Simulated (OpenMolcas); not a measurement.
## Multiplet structure of Cr4+

```yaml
Program: OpenMolcas
Method: "SS-RASPT2, IPEA 0.25 Eh, imaginary shift 0.1 Eh (closed shells correlated: 3s)"
Basis: ANO-RCC-VTZP [6s5p3d2f1g]
Scalar_Hamiltonian: DKH2, point nucleus
Active_space: 8 electrons in 8 orbitals (RAS1 3p, at most 2 holes; RAS2 3d)
State_averaging: 2S+1 = 3 even, 10 roots; 2S+1 = 1 even, 15 roots
Spin-orbit_coupling: state interaction with AMFI integrals over the reference wave functions, term energies averaged over their components
```

With spin-orbit coupling, above the lowest level:

```json
{"Configuration": "3d2", "Term": "3F", "J": "2", "E (cm-1)": "0.0", "Measured (cm-1)": "0.0", "g": "0.666", "Term weight %": "100"}
{"Configuration": "3d2", "Term": "3F", "J": "3", "E (cm-1)": "534", "Measured (cm-1)": "508", "g": "1.084", "Term weight %": "100"}
{"Configuration": "3d2", "Term": "3F", "J": "4", "E (cm-1)": "1214", "Measured (cm-1)": "1142", "g": "1.251", "Term weight %": "100"}
{"Configuration": "3d2", "Term": "1D", "J": "2", "E (cm-1)": "13320", "Measured (cm-1)": "13188", "g": "1.010", "Term weight %": "98"}
{"Configuration": "3d2", "Term": "3P", "J": "0", "E (cm-1)": "16100", "Measured (cm-1)": "15492", "g": "", "Term weight %": "100"}
{"Configuration": "3d2", "Term": "3P", "J": "1", "E (cm-1)": "16290", "Measured (cm-1)": "15677", "g": "1.501", "Term weight %": "100"}
{"Configuration": "3d2", "Term": "3P", "J": "2", "E (cm-1)": "16700", "Measured (cm-1)": "16041", "g": "1.490", "Term weight %": "98"}
{"Configuration": "3d2", "Term": "1G", "J": "4", "E (cm-1)": "22320", "Measured (cm-1)": "22019", "g": "1.000", "Term weight %": "100"}
{"Configuration": "3d2", "Term": "1S", "J": "0", "E (cm-1)": "51470", "Measured (cm-1)": "51146", "g": "", "Term weight %": "100"}
```

Against the 8 measured excited levels shown (Sugar and Corliss, J. Phys. Chem. Ref. Data 6, 317 (1977)) the mean absolute deviation is 340 cm-1; the largest miss in energy is 3d2 3P2: computed 16700, measured 16041 cm-1 (+4.1 %), and the largest in proportion 3d2 3F4 (+6.3 %).

Spin-orbit coupling puts the lowest level 706 cm-1 below the lowest spin-free term.

A least-squares Racah fit to the terms below 60000 cm-1, each weighted by 2L + 1 and with a free common offset, gives B = 1107 cm-1 and C = 3888 cm-1 (C/B = 3.51), with an rms deviation of 549 cm-1.

For 3F the intervals divided by the larger J are 178.1, 169.8 cm-1. Landé's interval rule makes them equal in pure LS coupling; they differ by 5 % of their mean. The multiplet is regular.

CASPT2 breaks the degeneracy within a term, and the mean is taken; among the terms shown or strongly mixed into the levels shown the widest spread is 360 cm-1 (3d2 3F). Active for correlation alone: 3p; no level in the range computed is led by a configuration that opens it, so any true level of that kind is missing. Measured partners are found by configuration, term and J. A level has none where our copy of the source lacks it or the pairing is in doubt (some pairs that miss far off the trend of their configuration count as doubtful), and it then counts in no deviation. Only configurations of the active space appear. The first state left out of the spin-orbit step lies near 720000 cm-1 above the lowest spin-free state of the reference (among the parities and spins computed), and the list stops at four fifths of that energy or lower.

The term weight is that of the spin-free term in the level, not the purity of its configuration.
